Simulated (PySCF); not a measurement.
# Exercise with solution: oscillator strength and radiative lifetime

C3H3Cl2F, SMILES F[C@@H]1CC1(Cl)Cl.

The structure is a stationary point at B3LYP-D3(BJ)/def2-SVP. The structure was generated by enumeration; whether it is a known compound was not checked.

TDDFT-PBE/def2-SVPD run with PySCF puts the first singlet state with f over 0.02 at 6.65 eV (vertical), with the transition dipole (-0.002, -0.038, -0.608) in atomic units.

**Question.** Find the oscillator strength, the wavelength and the radiative lifetime that this transition would have in vacuum if emission retraced absorption.

**Answer.** 
|μ|² = 0.3711 au, so |μ| = 1.55 D. ΔE = 6.65/27.211 = 0.2444 hartree. f = (2/3) ΔE |μ|² = 0.060 (the program prints 0.061).
λ = 1239.84/6.65 = 186 nm; ν = 53636 cm⁻¹.
Einstein's coefficient A = 0.6670 ν² f s⁻¹ (ν in cm⁻¹) = 1.2e8 s⁻¹, so τ = 1/A = 8.6 ns. This state is S6; the lower singlets have f = 0.002, 0.001, 0.005, 0.010, 0.016. The figure is the radiative limit of this one transition; relaxation, internal conversion, crossing to triplets and a medium change what is measured.
